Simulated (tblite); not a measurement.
CH₁₁O₂PSi₃.
Atom-mapped SMILES: `[CH3:1][Si@@:2]([SiH3:3])([PH2:4])[O:5][SiH2:6][OH:7]` (hydrogens: H8, H9, H10 on C1; H11, H12, H13 on Si3; H14, H15 on P4; H16, H17 on Si6; H18 on O7)

Computed with GFN2-xTB (tblite), gas phase: L-BFGS steps from a force-field or distance-geometry start until the largest atomic force falls under 0.01 eV/Å.

Step 19: E = -645.6350 eV
```
atom  x, y, z in Å  |  force x, y, z in eV/Å
C1     -0.9056   -0.9737   -1.8370    0.000  -0.006  -0.008
Si2    -0.7240   -0.1888   -0.1010    0.020   0.003  -0.069
Si3    -1.3376    2.0529   -0.1226    0.008   0.007   0.000
P4     -1.9674   -1.4437    1.3250   -0.088   0.003  -0.033
O5      0.8500   -0.3244    0.3383    0.015   0.019   0.000
Si6     2.3752    0.1900    0.0699    0.008   0.015  -0.035
O7      3.3618   -0.5136    1.1414   -0.049  -0.003  -0.004
H8     -1.9363   -0.9255   -2.1748   -0.024   0.019   0.018
H9     -0.6075   -2.0187   -1.8641    0.033  -0.008   0.055
H10    -0.2955   -0.4409   -2.5611    0.009   0.006   0.003
H11    -0.5106    2.8464   -1.0408   -0.002  -0.018   0.005
H12    -1.2675    2.7411    1.1720    0.000  -0.025   0.003
H13    -2.7208    2.1841   -0.5901   -0.008   0.025   0.005
H14    -1.1095   -2.5260    1.3709    0.083  -0.008  -0.002
H15    -1.4210   -0.8899    2.4677    0.035   0.007   0.031
H16     2.7577   -0.2337   -1.2735   -0.017   0.020   0.050
H17     2.4031    1.6292    0.3067   -0.005  -0.037  -0.024
H18     3.0466   -1.1585    1.7684   -0.017  -0.021   0.007
```

Step 20: E = -645.6360 eV
```
atom  x, y, z in Å  |  force x, y, z in eV/Å
C1     -0.9069   -0.9740   -1.8391    0.004  -0.014   0.008
Si2    -0.7268   -0.1877   -0.1018    0.028   0.011  -0.080
Si3    -1.3392    2.0558   -0.1222    0.016  -0.008   0.004
P4     -1.9663   -1.4476    1.3253   -0.066   0.006  -0.036
O5      0.8486   -0.3245    0.3372   -0.002   0.031  -0.018
Si6     2.3746    0.1898    0.0692   -0.003   0.003  -0.016
O7      3.3580   -0.5156    1.1434   -0.055   0.000  -0.008
H8     -1.9375   -0.9314   -2.1813    0.014   0.023   0.035
H9     -0.6051   -2.0191   -1.8557    0.025   0.019   0.028
H10    -0.2943   -0.4423   -2.5634   -0.012  -0.018   0.024
H11    -0.5093    2.8491   -1.0374   -0.002  -0.018  -0.005
H12    -1.2671    2.7451    1.1712   -0.001  -0.025   0.015
H13    -2.7224    2.1905   -0.5879   -0.009   0.023   0.000
H14    -1.1002   -2.5233    1.3719    0.076  -0.016  -0.011
H15    -1.4192   -0.8927    2.4668    0.028   0.020   0.036
H16     2.7596   -0.2336   -1.2736   -0.020   0.017   0.050
H17     2.4029    1.6297    0.3039   -0.004  -0.045  -0.021
H18     3.0419   -1.1620    1.7687   -0.017  -0.010  -0.004
```

Step 21: E = -645.6369 eV
```
atom  x, y, z in Å  |  force x, y, z in eV/Å
C1     -0.9079   -0.9744   -1.8409    0.008  -0.016   0.019
Si2    -0.7286   -0.1866   -0.1038    0.020   0.016  -0.062
Si3    -1.3403    2.0580   -0.1218    0.015  -0.019   0.005
P4     -1.9664   -1.4509    1.3250   -0.006   0.003  -0.024
O5      0.8474   -0.3239    0.3359   -0.021   0.036  -0.031
Si6     2.3739    0.1897    0.0685   -0.018  -0.010   0.009
O7      3.3535   -0.5173    1.1449   -0.047   0.001  -0.005
H8     -1.9383   -0.9360   -2.1863    0.039   0.022   0.047
H9     -0.6027   -2.0191   -1.8479    0.017   0.031   0.002
H10    -0.2935   -0.4437   -2.5651   -0.024  -0.035   0.032
H11    -0.5083    2.8510   -1.0346    0.001  -0.014  -0.015
H12    -1.2668    2.7479    1.1708   -0.001  -0.025   0.025
H13    -2.7239    2.1966   -0.5859   -0.005   0.020  -0.002
H14    -1.0908   -2.5209    1.3726    0.051  -0.005  -0.022
H15    -1.4172   -0.8949    2.4664    0.008   0.023   0.020
H16     2.7608   -0.2333   -1.2727   -0.015   0.008   0.031
H17     2.4026    1.6293    0.3011   -0.002  -0.035  -0.015
H18     3.0376   -1.1653    1.7689   -0.019  -0.002  -0.012
```

Problem. Estimate the geometry and energy of step 22. (The exact step hangs on the optimiser's Hessian estimate; all steps are aligned on step 21, rigid shifts and turns removed.)

Solution. E = -645.6376 eV, largest force 0.066 eV/Å
```
atom  x, y, z in Å  |  force x, y, z in eV/Å
C1     -0.9083   -0.9748   -1.8416    0.012  -0.013   0.024
Si2    -0.7294   -0.1855   -0.1063   -0.001   0.017  -0.025
Si3    -1.3409    2.0592   -0.1215    0.006  -0.017   0.004
P4     -1.9666   -1.4531    1.3243    0.056   0.001  -0.006
O5      0.8462   -0.3228    0.3346   -0.034   0.034  -0.035
Si6     2.3731    0.1896    0.0680   -0.028  -0.016   0.022
O7      3.3495   -0.5185    1.1459   -0.030  -0.001   0.002
H8     -1.9382   -0.9386   -2.1886    0.040   0.018   0.049
H9     -0.6006   -2.0185   -1.8423    0.013   0.020  -0.015
H10    -0.2934   -0.4453   -2.5658   -0.020  -0.036   0.024
H11    -0.5075    2.8518   -1.0330    0.002  -0.011  -0.021
H12    -1.2665    2.7489    1.1709    0.000  -0.027   0.029
H13    -2.7249    2.2011   -0.5846    0.004   0.017  -0.002
H14    -1.0834   -2.5191    1.3725    0.023   0.012  -0.030
H15    -1.4156   -0.8959    2.4663   -0.011   0.020  -0.004
H16     2.7612   -0.2328   -1.2715   -0.009  -0.003   0.005
H17     2.4023    1.6284    0.2988   -0.001  -0.015  -0.009
H18     3.0342   -1.1677    1.7689   -0.024  -0.002  -0.013
```

The energy changes by -0.0007 eV. The first-order estimate −F·Δx gives -0.0009 eV and the mean of the old and new forces, exact on a quadratic surface, -0.0007 eV. The step makes an angle of 68° with the force vector and moves no atom by more than 0.008 Å.

What follows is the cost of the whole relaxation. Hardware: an Arm Neoverse N1 with one thread, no GPU (shared host). Cost: 4.0 s.
